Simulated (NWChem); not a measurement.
System: CH₅NSi, singlet; SMILES C[Si]N

```xyz
8

Si    -0.6234    -0.1184     0.3707
C      0.4456     1.4440     0.0778
H     -0.0767     2.1155    -0.6265
H      1.4642     1.2633    -0.3047
H      0.5245     2.0110     1.0225
N      0.5182    -1.3155    -0.0987
H      1.4670    -1.1503    -0.4262
H      0.2959    -2.3055    -0.0731
```
Atoms are numbered in this order, from 1.

Results from NWChem. Pople sets run with spherical d functions. Low-valent species are run as closed-shell singlets; no triplet was tried in these runs. Geometry: optimised at PBE0/def2-SVP. Core excitations by TDA in a window of 1s orbitals, non-relativistic and unshifted: absolute energies depend strongly on the exact-exchange share.

For level C K edge, PBE0/def2-TZVP:

```yaml
first 1s excitation (eV): 274.8
dipole_oscillator_strength_of_the_first: 0.0012
first state with f > 0.002 (eV): 276.9
dipole_oscillator_strength_of_that_state: 0.0022
```

Problem. Estimate the same quantities for level N K edge, PBE/6-311G**.

Solution. 
| Item | Value |
|---|---|
| first 1s excitation (eV) | 378.6 |
| dipole oscillator strength of the first | 0.0139 |
| first state with f > 0.002 (eV) | 378.6 |
| dipole oscillator strength of that state | 0.0139 |
